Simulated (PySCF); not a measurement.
Isomers of C6H12O. Level of theory: TDDFT PBE0/def2-SVPD, vertical, gas phase, core orbitals frozen in the response (PySCF 2.14.0, density-fitted response routines). Geometries: GFN2-xTB; one conformer of each isolated species. Triplets are in the Tamm–Dancoff approximation.

**Question.** Rank by computed lowest singlet excitation energy, lowest first.
A. `[C@@H](C)(CC=O)CC`
B. `C/C=C(\C)OCC`
C. `CC1CCOCC1`
D. `OCC1CCCC1`
E. `CC(C)(C)[C@H]1CO1`

**Answer.** A (4.30 eV), B (5.76 eV), D (6.84 eV), C (6.99 eV), E (7.46 eV).

| SMILES | S1 (eV) | HOMO (eV) | gap (eV) | f (S1) | α (au) | first f ≥ 0.01 (nm) | S1 mainly |
| --- | --- | --- | --- | --- | --- | --- | --- |
| CC[C@H](C)CC=O | 4.30 | -7.38 | 6.68 | 0.000 | 76.4 | 175 | H→L (99%) |
| C/C=C(\C)OCC | 5.76 | -6.10 | 6.88 | 0.004 | 80.1 | 198 | H→L (95%) |
| OCC1CCCC1 | 6.84 | -7.71 | 8.28 | 0.004 | 73.9 | 153 | H→L (85%) |
| CC1CCOCC1 | 6.99 | -7.21 | 8.03 | 0.013 | 74.5 | 177 | H→L (84%) |
| CC(C)(C)[C@H]1CO1 | 7.46 | -7.80 | 8.48 | 0.026 | 74.0 | 166 | H→L (94%) |

H and L stand for HOMO and LUMO.

Mean S1 by what the SMILES shows (count): single bonds only 7.10 eV (3); a double or triple bond but no aromatic ring 5.03 eV (2).

- `CC[C@H](C)CC=O`: S1 has the pattern of n→π* at C=O.
- `C/C=C(\C)OCC`: Löwdin shares by element: HOMO carbon 63% or more, oxygen 20% (atoms not listed hold the other 16%); LUMO carbon 41% or more (atoms not listed hold the other 59%).
- `OCC1CCCC1`: Löwdin shares by element: HOMO oxygen 55%, carbon 25% or more, hydrogen 8% or more; LUMO hydrogen 27% or more, oxygen 20%, carbon 8% or more (atoms not listed hold the other 45%).
- `CC1CCOCC1`: Löwdin shares by element: HOMO oxygen 53%, carbon 25% or more (atoms not listed hold the other 23%); LUMO carbon 27% or more, hydrogen 7% or more (atoms not listed hold the other 66%).
- `CC(C)(C)[C@H]1CO1`: Löwdin shares by element: HOMO oxygen 61%, carbon 22% or more (atoms not listed hold the other 16%); LUMO carbon 39% or more (atoms not listed hold the other 61%).
